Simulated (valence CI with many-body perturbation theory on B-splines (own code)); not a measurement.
**Which ion has this spectrum?**

A relativistic CI+MBPT calculation for an atom or ion with 50 electrons gives these levels (eV):

```csv
J,Parity,E,g
4,even,0.0000,0.65
5,even,2.512,0.91
6,even,4.466,1.05
2,even,4.639,0.93
7,even,5.864,1.11
1,even,6.035,0.13
4,even,6.153,1.01
8,even,6.935,1.13
3,even,7.038,1.12
2,even,7.439,0.62
2,even,7.764,1.63
3,even,7.838,0.95
6,even,8.558,0.90
5,even,8.971,1.19
```

The energies are calculated, and their last digits are not significant.

Question: Which is it?
A. Re25+
B. Ir27+
C. Hg30+
D. Au29+

Answer: B. Ir27+, ground level (4f5/2^4) J=4.
